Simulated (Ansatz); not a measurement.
`C[O][W]([F])([F])([Cl])([Cl])[O]C`, 15 atoms. The species carries charge 0 and has multiplicity 1. Correlated methods include outer-core shells of W, which these sets cover unevenly. W takes the def2 core potential. Hardware: A = 4 threads of an AMD EPYC 7R13 on a shared host and a share of an NVIDIA H100 80 GB; B = 4 threads of an AMD EPYC 7R13 on a shared host. Correlated methods freeze the cores.

Task: How many basis functions does each run have, and how long does it take in Ansatz? RHF-CCSD(T)/def2-SVP energy [A]; RKS ωB97M-V/def2-QZVPP energy [A]; RKS PBE0-D4/def2-TZVP relaxation (33 steps) [A]; RKS r2SCAN0-D4/def2-TZVPP energy [A]; RKS PBE0-D4/def2-SVP energy [B]; RKS PBE-QIDH (frozen core)/def2-TZVPP energy [A]; RKS PBE0-D4/def2-QZVPP energy [A]; RKS PBE0-D4/def2-TZVP frequencies [A]; direct RPA on PBE orbitals/def2-TZVPP energy [A]; RKS ωB97M-V/def2-SVP energy [B]; RHF-CCSD(T)/def2-TZVPP energy [A]; RKS r2SCAN-D4/def2-TZVPP energy and forces [A]. (Estimate.)

Result: Computed: Other jobs shared the machine, so times are rough.

```tsv
level	job	functions	wall time	peak host memory (GiB)
RKS r2SCAN-D4/def2-TZVPP	energy and forces [A]	410	2.7 s	0.96
RKS PBE-QIDH (frozen core)/def2-TZVPP	energy [A]	410	2.9 s	1.9
RKS r2SCAN0-D4/def2-TZVPP	energy [A]	410	3.2 s	0.97
RKS PBE0-D4/def2-QZVPP	energy [A]	743	3.3 s	1.3
RHF-CCSD(T)/def2-SVP	energy [A]	182	3.5 s	0.84
RKS PBE0-D4/def2-SVP	energy [B]	182	3.6 s	0.84
RKS ωB97M-V/def2-QZVPP	energy [A]	743	4.6 s	1.4
direct RPA on PBE orbitals/def2-TZVPP	energy [A]	410	6 s	2
RKS ωB97M-V/def2-SVP	energy [B]	182	12 s	0.96
RHF-CCSD(T)/def2-TZVPP	energy [A]	410	35 s	0.9
RKS PBE0-D4/def2-TZVP	relaxation (33 steps) [A]	336	41 s	1
RKS PBE0-D4/def2-TZVP	frequencies [A]	336	96 s	1.1
```
